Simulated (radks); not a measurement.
Results of a calculation; reference values are marked as such.
Task: Excited configurations of Gd23+: one electron is placed in a higher orbital outside [Kr] 4d4. The ground configuration is [Kr] 4d5. Code: a radial shooting solver on a logarithmic mesh with Libxc functionals. Model: scalar-relativistic Kohn-Sham, r2SCAN, spin-polarised, spherical densities, finite nucleus; open shells are filled with parallel spins first (spin-orbit coupling, left out, can overturn this in heavy ions); meta-GGA in the generalised Kohn-Sham scheme; Fermi nuclear charge, rms radius 5.1569 fm. Excitation = E - E(ground); binding = E(ion) - E, where the ion is the core of charge +24; n* = 24/sqrt(2 binding) in atomic units. These energies are relativistic, and a one-electron ion of charge +24 with no core already has n* below n in this formula (scalar-relativistic equation, point nucleus: 5p 4.992, 6p 5.992, 6d 5.996, 7s 6.986, 7p 6.991, 7f 6.997). The quantum defect is therefore taken as that value minus n*, so that it holds no relativistic shift of the bare ion.

| outer orbital | excitation (eV) | binding (eV) | n* | quantum defect | eigenvalue (eV) | <r> (bohr) |
|---|---|---|---|---|---|---|
| 5p | 285.30 | 485.92 | 4.016 | 0.976 | -476.69 | 0.9869 |
| 6p | 461.51 | 309.71 | 5.030 | 0.961 | -304.35 | 1.558 |
| 7s | 543.42 | 227.80 | 5.865 | 1.121 | -224.04 | 2.167 |
| 7p | 556.15 | 215.06 | 6.037 | 0.955 | -211.50 | 2.253 |
| 7f | 592.63 | 178.59 | 6.624 | 0.373 | -174.99 | 2.494 |

Estimate the row for 6d.

Result: excitation (eV) 492.28; binding (eV) 278.93; n* 5.301; quantum defect 0.695; eigenvalue (eV) -273.56; <r> (bohr) 1.648. The Delta-SCF ionisation energy is 771.21 eV (NIST Atomic Spectra Database: 761 eV, theoretical). Self-interaction in the functional shifts the binding energies and quantum defects, so they are the method's values and not measured ones. Open shells are spherical and high-spin; term and fine-structure splittings are not resolved. Spin-orbit splitting is averaged out at the scalar-relativistic level.
